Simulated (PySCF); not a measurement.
NMR data sheet: C7H10F2OSi

```
Formula                               : C7H10F2OSi
SMILES                                : C=C[C@@H]1[C@H]([SiH3])C[C@@]1(F)C(=O)F
InChI                                 : InChI=1S/C7H10F2OSi/c1-2-4-5(11)3-7(4,9)6(8)10/h2,4-5H,1,3H2,11H3/t4-,5-,7+/m1/s1
Point group of the computed structure : C1
Degrees of unsaturation               : 3
Carbon signals                        : 7
Proton signals                        : 8
```

Structure with atom numbers: `[CH2:1]=[CH:2][C@@H:3]1[C@H:4]([SiH3:5])[CH2:6][C@@:7]1([F:8])[C:9](=[O:10])[F:11]`; H(Xn) means a hydrogen on atom n. Ha(C6) is cis to C2 on the ring; Ha(C1) is cis to C3; Hb(C6) is trans to C2 on the ring; Hb(C1) is trans to C3.

Averaged over atoms made equivalent by symmetry, fast rotation or ring inversion, single conformer, isolated molecule, non-relativistic Hamiltonian. PBE0/pcSseg-1 with gauge-including orbitals; geometry from GFN2-xTB; PySCF 2.14.

Referencing at the same level of theory: 1H and 13C and 29Si against TMS; CFCl3 for 19F; 17O vs H2O.

| carbon | δC, type | δH (multiplicity) | HMBC from (2–3 bonds) | span of the C tensor (ppm) |
| --- | --- | --- | --- | --- |
| C1 | 127.3, CH2 | Hb(C1) 5.60 (m); Ha(C1) 5.55 (m) | H(C2), H(C3) | 211 |
| C2 | 141.5, CH | 6.55 (m) | Hb(C1), Ha(C1), H(C3), H(C4) | 243 |
| C3 | 51.3, CH | 3.57 (m) | H(C2), Hb(C1), Ha(C1), H(Si5), Hb(C6), Ha(C6), H(C4) | 37 |
| C4 | 17.8, CH | 2.09 (m) | H(C2), H(Si5), H(C3), Hb(C6), Ha(C6) | 33 |
| C6 | 33.7, CH2 | Hb(C6) 2.98 (m); Ha(C6) 2.15 (m) | H(Si5), H(C3), H(C4) | 34 |
| C7 | 96.5, C | – | H(C2), H(C3), Hb(C6), Ha(C6), H(C4) | 80 |
| C9 | 167.2, C | – | H(C3), Hb(C6), Ha(C6) | 219 |

Other nuclei:
```csv
atoms,nucleus,environment,δ (ppm),σ (ppm)
H(Si5),1H,hydrogen on a silicon bonded to C,4.01,27.71
F11,19F,fluorine bonded to C,29.6,141.3
F8,19F,fluorine on an sp3 carbon,-197.1,368.1
Si5,29Si,"silicon bonded to C, 3 H",-69.6,418.8
O10,17O,carbonyl oxygen,459.2,-123.1
```

Carbon types of the structure: 2 × C, 3 × CH, 2 × CH2, leaving 3 H on heteroatoms. δC 167.2: carbonyl carbon. δC 141.5: alkene CH; as expected for a trigonal carbon in a double bond. δC 127.3: terminal =CH2 carbon; an sp2 carbon of a C=C bond. δC 96.5: fully substituted sp3 carbon bonded to F, α to a carbonyl; the inductive effect lowers its shielding. δC 51.3: allylic sp3 CH; aliphatic region, no heteroatom directly attached.

Splittings by 19F in the carbon and heteronuclear signals aren't shown, as no couplings were computed. Shifts are as computed. Against solution values, carbons near 30 ppm lie about +3 ppm off and those near 130 ppm about +5 ppm. Of 1211 compounds with measured shifts, 218 miss one by over three times the rms of a fit or turn the order of signals round; such compounds aren't used in these exercises. Unscaled 19F shifts against computed CFCl3 carry errors that often reach 10 to 50 ppm. Unscaled 17O shifts of doubly bonded oxygen tend to come out too high, by tens of ppm or more. Experimental scales use liquid or dissolved standards, which lie at an offset from isolated H2O (liquid H2O: subtract about 36 ppm). No couplings were computed; multiplicities are counted from neighbouring protons, with m where these are inequivalent, close in shift, in a saturated or five-membered ring or joined by F or P, and br s for small geminal =CH2 splittings.
